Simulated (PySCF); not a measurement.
Rotational lines of InGa

Lines J+1 ← J of the vibrational ground state, computed from PBE0 constants of InGa, ¹Σ⁺ (singlet), closed shell, a second solution, started from another occupation (PySCF, scalar-relativistic core potentials, basis sets In def2-SVP with ECP28, Ga def2-SVP; masses 114.9039 and 68.9256 u), in MHz:

```csv
J,ν (MHz)
5,13868.5
6,16179.7
7,18490.9
8,20802.0
9,23112.9
```

Task: Find B0 and the effective bond length r0; with αe = 0.000121 cm⁻¹, find Re.

Result: ν = 2B0(J+1) − 4D(J+1)³ gives B0 = 0.038552 cm⁻¹. With the reduced mass μred = 43.082 u, r0 = √(16.8576/(μred·B0)) (u, cm⁻¹, Å) = 3.1858 Å. Be = B0 + αe/2 = 0.038613 cm⁻¹ gives Re = 3.183 Å.

Closed-shell solutions of metal pairs were not tested for spin polarisation, which can lower them a little. Spin–orbit coupling is left out, which matters for elements this heavy, above all for dissociation energies.
